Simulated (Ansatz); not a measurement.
VO2⁺: single points at one geometry.

```yaml
crystal:
  periodic: [false, false, false]
  atoms:
    - {symbol: V, position_ang: [-0.293205, -0.794291, 0.622086]}
    - {symbol: O, position_ang: [-0.389684, 0.243870, -0.759526]}
    - {symbol: O, position_ang: [0.682889, 0.550430, 0.137440]}
basis:
  gaussian: {orbitals: 6-31G}
total_charge: 1
hamiltonian: {xc: hf}
scf: {omitted_lower_state_checks: [starts]}
output: {orbitals: {seedname: orbitals}}
```

The file start.molden holds the orbitals of an earlier run on this structure, at another level or in another basis.

```sh
$ ansatz run in.yaml --threads 4 --pin off --events-out ev --progress --plain --max-ram 3916MiB
```

It prints (some lines left out):

```
Functional definition: HF
552 factors; integrals over basis functions are off by at most 4.6e-4 eV
mean field evaluation 1: about -29628.1043 eV, gradient 1.5e2 eV
mean field evaluation 2: about -29628.7161 eV, gradient 1.5e2 eV
mean field evaluation 4: about -29536.7933 eV, gradient 3.3e2 eV
mean field evaluation 8: about -29706.1629 eV, gradient 3.2e1 eV
mean field evaluation 16: about -29714.3419 eV, gradient 1.5e-3 eV
mean field -29714.34185617 eV, -1091.9819221101 hartree, gradient 1.3e-5 eV, S^2 0.000000; 0 other end points of the search recorded, 0 dependent functions left out
reference -29714.34185617 eV, -1091.9819221101 hartree; 19, 19 occupied and 28, 28 virtual orbitals, 552 factors
Total energy: -29714.34185617 eV, -1091.9819221101 hartree
Checks for a lower state left out: starts
```

Hardware: 4 threads of Arm Neoverse V1 on a shared host. Wall time 0.3 s.

First input, but with `gaussian: {orbitals: def2-SVP, initial_orbitals: start.molden}`, `hamiltonian: {xc: pbe0, dispersion: d4}` (abridged; 0.6 s):

```
Functional definition: PBE0
mean field -29752.70757345 eV, -1093.3918362147 hartree, gradient 1.4e-5 eV, S^2 0.000000
Total energy: -29752.73845450 eV, -1093.3929710723 hartree
Checks for a lower state left out: starts
```

The first input with `gaussian: {orbitals: def2-TZVP, initial_orbitals: start.molden}`, `hamiltonian: {xc: {name: r2SCAN0}, dispersion: d4}` (abridged; 3.6 s):

```
Functional definition: r2SCAN0
mean field evaluation 16: about -29766.6358 eV, gradient 8.1e-5 eV
mean field -29766.63575697 eV, -1093.9036875182 hartree, gradient 3.3e-5 eV, S^2 0.000000
Total energy: -29766.64498524 eV, -1093.9040266510 hartree
Checks for a lower state left out: starts
```

First input, but with `gaussian: {orbitals: def2-TZVP, initial_orbitals: start.molden}`, `hamiltonian: {xc: {text: "exchange = 0.50*pbe_x + 0.50*exact_x\ncorrelation = pbe_c"}}` (abridged; 1.9 s):

```
Functional definition: unnamed
mean field evaluation 16: about -29760.9863 eV, gradient 2.9e-5 eV
mean field -29760.98630941 eV, -1093.6960741499 hartree, gradient 2.9e-5 eV, S^2 0.000000
Total energy: -29760.98632700 eV, -1093.6960747963 hartree
Checks for a lower state left out: starts
```

First input, but with `gaussian: {orbitals: def2-TZVP, initial_orbitals: start.molden}`, `hamiltonian: {xc: r2scan, dispersion: d4}`, `output: {forces: true, orbitals: {seedname: orbitals}}` (abridged; 1.9 s):

```
Functional definition: r2SCAN
mean field -29768.91220718 eV, -1093.9873455204 hartree, gradient 1.8e-5 eV, S^2 0.000000
Total energy: -29768.91974038 eV, -1093.9876223605 hartree
Atom 0 force     0.129929     0.352063    -0.275770 eV/Å
Atom 1 force     0.138065    -0.118036     0.307715 eV/Å
Atom 2 force    -0.267994    -0.234026    -0.031945 eV/Å
Dipole moment:    -0.362457    -0.981899     0.769018 e Å
Checks for a lower state left out: starts
```

Geometry: PBE-D4/def2-TZVP.

The 6-31G sets use Cartesian d functions. The structure holds one bond between oxygen atoms, so isomers without such links may lie far lower. The restricted singlet is unstable towards broken spin symmetry in Hartree–Fock (as tested in another run); at HF/6-31G this wasn't settled. The restricted singlet is unstable towards broken spin symmetry at other levels; at PBE0-D4/def2-SVP, r2SCAN0-D4/def2-TZVP, PBE with 50 % exact exchange/def2-TZVP this wasn't settled. At r2SCAN-D4/def2-TZVP the restricted singlet is unstable: a solution with broken spin symmetry lies lower. The geometry of the singlet was relaxed on an unsound state (an occupied level 0.35 eV above an empty one). At PBE0-D4/def2-TZVP a triplet of charge 1 lies 1.49 eV below the restricted singlet, each at its own geometry. That triplet is doubtful there (⟨S²⟩ 2.38, where a pure state has 2.00). The structure comes from a short search, and lower isomers may exist.
